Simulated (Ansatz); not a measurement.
Consider the atomization: `CC1[CH2][AlH][SiH2]1` → Al• + 3 C• + 9 H• + Si•.

Calculated with Ansatz (gas phase, PBE0-D4/def2-TZVP geometries, no zero-point term in ΔE). CBS: MP2 limit from def2 TZ/QZ plus the TZ coupled-cluster correction, frozen cores. This one scheme is used for every species, atoms too. Functionals use def2-TZVPP. B3LYP here is the variant with VWN-RPA as its local correlation; programs differ in this. Open shells (•) are unrestricted, without spin–orbit coupling. Spin–orbit coupling would lower the free atoms: a little for Al, C, Si.

```csv
level,ΔE (kcal/mol),difference from CCSD(T)/CBS
PBE-D4,1189.2,12.9
ωB97X-V,1181.8,5.5
ωB97M-V,1178.8,2.5
B2PLYP,1160.6,-15.7
PBE,1181.4,5.1
r2SCAN,1178.2,1.9
PBE0,1173.6,-2.7
B3LYP,1161.6,-14.7
HF/def2-TZVPP,884.4,-291.9
SCS-MP2/def2-TZVPP,1156.2,-20.1
CCSD/def2-TZVPP,1135.1,-41.2
CCSD(T)/def2-TZVPP,1149.6,-26.7
HF/def2-QZVPP,885.6,-290.7
MP2/def2-QZVPP,1172.5,-3.8
MP2/CBS(def2),1183.5,7.2
CCSD/CBS(def2),1161.8,-14.5
CCSD(T)/CBS,1176.3,0
```

Largest T1 diagnostic among the species: 0.018.

In def2-TZVPP, CCSD(T) changes the Hartree–Fock value by +265.1 kcal/mol (the triples alone add +14.5 kcal/mol) and MP2 by +272.4 kcal/mol; breaking electron pairs costs correlation energy, which Hartree–Fock lacks. The D4 term adds +12.5 kcal/mol with B3LYP and +6.6 kcal/mol with PBE0; it sums over pairs of atoms, weighted by their polarisabilities, and B3LYP, whose exchange is more repulsive, gets the larger term. From PBE to PBE0 (25 % exact exchange), in def2-TZVPP and without D4, ΔE moves by −7.9 kcal/mol: exact exchange takes away binding that semilocal exchange gives to molecules.

For atomizations the MP2-based limit and the directly extrapolated one differ by several kJ/mol either way, and by 10 to 25 for some Ge, Se and Sn compounds, so smaller differences from it don't rank the levels.
